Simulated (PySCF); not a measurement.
Telling isomers of C6H9FO apart by NMR

Level of theory: structure optimised with GFN2-xTB, σ from GIAO-PBE0/pcSseg-1, in PySCF (rapidly exchanging positions averaged, non-relativistic Hamiltonian, one computed conformer, in vacuum).

References, each an isolated molecule treated in the same way: 1H, 13C against TMS. Splittings of carbon signals by F and P are missing where no couplings were computed. Where no couplings were computed, multiplicities follow the n + 1 count of equivalent neighbours, and m marks all less simple cases (inequivalent or close neighbours, rings, F or P nearby). Shifts are as computed. Against solution values, carbons near 30 ppm lie about +3 ppm off and those near 130 ppm about +5 ppm. Of 1211 compounds with measured shifts, 218 miss one by over three times the rms of a fit or turn the order of signals round; such compounds aren't used in these exercises.

(1) Tabulate the signals of `C/C=C(\CC)C(=O)F`, `CO[C@@H](F)[C@@H]1C=CC1`, `C[C@@H]1C[C@@]1(C)C(=O)F`, `C=CC(C)(C)C(=O)F` and their relative energies.

(2) What is the quickest way to tell C/C=C(\CC)C(=O)F from C[C@@H]1C[C@@]1(C)C(=O)F?

(3) What is the quickest way to tell CO[C@@H](F)[C@@H]1C=CC1 from C[C@@H]1C[C@@]1(C)C(=O)F?

(4) What is the quickest way to tell C[C@@H]1C[C@@]1(C)C(=O)F from C=CC(C)(C)C(=O)F?

Answers

(1) 
```tsv
SMILES	carbon types	δC	δH	E rel. (kcal/mol)
C/C=C(\CC)C(=O)F	2×C 1×CH 1×CH2 2×CH3	165.5, 156.5, 137.2, 23.7, 18.9, 16.8	7.48 (m, 1H), 2.51 (q, 2H), 2.13 (d, 3H), 1.02 (t, 3H)	0.0
CO[C@@H](F)[C@@H]1C=CC1	4×CH 1×CH2 1×CH3	147.4, 146.8, 123.0, 58.3, 49.6, 34.2	6.43 (m, 1H), 6.42 (m, 1H), 5.04 (m, 1H), 3.72 (s, 3H), 3.09 (m, 1H), 2.71 (m, 1H), 2.16 (m, 1H)	44.7
C[C@@H]1C[C@@]1(C)C(=O)F	2×C 1×CH 1×CH2 2×CH3	174.8, 27.4, 25.8, 23.2, 16.5, 16.2	1.74 (m, 1H), 1.60 (m, 1H), 1.37 (s, 3H), 1.26 (d, 3H), 0.45 (m, 1H)	2.8
C=CC(C)(C)C(=O)F	2×C 1×CH 1×CH2 2×CH3	174.4, 149.1, 122.9, 47.2, 24.8	6.42 (m, 1H), 5.63 (m, 1H), 5.56 (m, 1H), 1.43 (s, 6H)	7.5
```

Energies are electronic energies at PBE0/pcSseg-1 on these geometries, without zero-point or thermal terms, each for the one conformer computed, which needn't be the lowest.

(2) Both give the same number of carbon signals, with the same numbers of each carbon type, so the positions decide. The first has a β carbon of a C=C–C=O unit (CH) at 156.5 ppm, the second a three-membered-ring carbon (CH) at 25.8 ppm. Their most deshielded carbons lie at 165.5 and 174.8 ppm. In the proton spectra the most deshielded non-exchanging signals are 7.48 (m, 1H) and 1.74 (m, 1H).

(3) Both give the same number of carbon signals, but DEPT or the intensities differ. The first has an alkene CH at 147.4 ppm, the second a carbonyl carbon (C) at 174.8 ppm. In the proton spectra the most deshielded non-exchanging signals are 6.43 (m, 1H) and 1.74 (m, 1H).

(4) Count the carbon signals: 6 against 5. The first has a three-membered-ring carbon (CH2) at 27.4 ppm, the second an alkene CH at 149.1 ppm. Their most deshielded carbons lie at 174.8 and 174.4 ppm. In the proton spectra the most deshielded non-exchanging signals are 1.74 (m, 1H) and 6.42 (m, 1H).
